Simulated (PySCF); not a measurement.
Problem. Give a PBE0-D3(BJ)/def2-SVP geometry of `O[SiH2]S[SiH3]`.

Solution. 
```xyz
10
H6OSSi2 angstrom
O      2.695   -0.777   -0.090
Si     1.046   -0.921   -0.114
S      0.227    0.937    0.611
Si    -1.871    0.492    0.458
H      3.068    0.049    0.231
H      0.568   -1.179   -1.503
H      0.609   -2.045    0.763
H     -2.250    0.184   -0.952
H     -2.580    1.715    0.925
H     -2.236   -0.673    1.317
```

Any rigid rotation of these coordinates is as good. Atoms count from 1 in this order. Si2 (oxygen-bound silicon) is tetrahedral (angles from 107.4° to 110.4°). The 4 heavy atoms lie in one plane (0.004 Å rms). Si4 (SiH3 silicon) is distorted tetrahedral (angles from 105.8° to 111.0°). S3 (sulfur bonded to 2 Si) is bent (angle 99.7°).

Bonds between heavy atoms (Å): O1–Si2 1.656, Si2–S3 2.156, S3–Si4 2.150.

Computed, not measured: PBE0-D3(BJ)/def2-SVP geometry optimisation, gas phase (PySCF).

Point group: Cs (tolerance 0.08 Å). Whether it is a minimum is left open (no frequencies). One conformer, not necessarily the lowest (H–O1–Si2–S3 1°, O1–Si2–S3–Si4 179°).

The run took 14 s on x86-64 server, one thread, no GPU (shared host). That covers the optimisation of the geometry.
